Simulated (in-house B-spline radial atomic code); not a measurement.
# PBE hybrid excitations of Br⁷⁺

Method: PBE hybrid with 0.2 exact exchange. Computed with a B-spline radial code for spherical atoms: linear response of the closed shell [Ar] 3d10 with the functional's adiabatic kernel; scalar-relativistic (spin-free one-electron X2C), finite nucleus, no spin-orbit coupling, no double excitations, S, P, D and F terms only. Only terms of natural parity with L up to 3 were computed.

Command:
```bash
python run_td.py task.json out
```
Settings (radii: box in bohr, nucleus in fm):
```
Z                        35
electrons                28
configuration            [Ar] 3d10
hamiltonian              x2c
method                   pbeh
box_radius               12.81
exact_exchange_fraction  0.2
rms_radius               4.1629
intervals                70
```

Run time, properties included: 1.4 s on 1 thread of Intel(R) Xeon(R) Platinum 8259CL CPU @ 2.50GHz (Skylake/Cascade Lake) (shared host).

The lowest states, in the order of their Tamm-Dancoff energies; the method's threshold (minus the highest occupied level) is 180.01 eV. Labels give the largest channel, * marks a mixed state, and oscillator strengths are full-response dipole values. Semilocal kernels can invert the small singlet-triplet splittings of Rydberg terms. Energies in eV:

```json
{"state": "3d → 4s 3D", "full response": "65.61", "Tamm-Dancoff": "65.63", "oscillator strength": "-"}
{"state": "3d → 4s 1D", "full response": "66.47", "Tamm-Dancoff": "66.47", "oscillator strength": "-"}
{"state": "3d → 4p 3P", "full response": "82.60", "Tamm-Dancoff": "82.63", "oscillator strength": "-"}
{"state": "3d → 4p 3F", "full response": "82.94", "Tamm-Dancoff": "82.96", "oscillator strength": "-"}
{"state": "3d → 4p 1F", "full response": "83.58", "Tamm-Dancoff": "83.59", "oscillator strength": "-"}
{"state": "3d → 4p 1P", "full response": "84.85", "Tamm-Dancoff": "84.93", "oscillator strength": "0.56"}
{"state": "3d → 4d 3S", "full response": "108.19", "Tamm-Dancoff": "108.24", "oscillator strength": "-"}
{"state": "3d → 4d 3D", "full response": "?", "Tamm-Dancoff": "?", "oscillator strength": "-"}
{"state": "3d → 4d 1D", "full response": "110.47", "Tamm-Dancoff": "110.49", "oscillator strength": "-"}
{"state": "3d → 4d 1S", "full response": "117.07", "Tamm-Dancoff": "117.98", "oscillator strength": "-"}
{"state": "3d → 5s 3D", "full response": "123.30", "Tamm-Dancoff": "123.31", "oscillator strength": "-"}
{"state": "3d → 5s 1D", "full response": "123.54", "Tamm-Dancoff": "123.54", "oscillator strength": "-"}
{"state": "3d → 5p 3P", "full response": "129.85", "Tamm-Dancoff": "129.86", "oscillator strength": "-"}
{"state": "3d → 5p 3F", "full response": "?", "Tamm-Dancoff": "?", "oscillator strength": "-"}
{"state": "3d → 5p 1F", "full response": "130.18", "Tamm-Dancoff": "130.18", "oscillator strength": "-"}
{"state": "3d → 5p 1P", "full response": "130.50", "Tamm-Dancoff": "130.52", "oscillator strength": "0.0293"}
```

(1) Where does 3d → 5p 3F lie?

(2) Where does 3d → 4d 3D lie?

(3) How large is the singlet-triplet splitting of 3d → 4s (D terms) in Tamm-Dancoff?

(4) What polarisabilities and dispersion coefficient does the method give?

Answers

(1) At 129.98 eV in full response, 129.98 eV in Tamm-Dancoff.

(2) At 109.54 eV in full response, 109.55 eV in Tamm-Dancoff.

(3) 0.845 eV, from the unrounded values.

(4) Dipole 0.2792 bohr³, quadrupole 0.2206 bohr⁵, C6 0.3638 hartree·bohr⁶ for two such species.
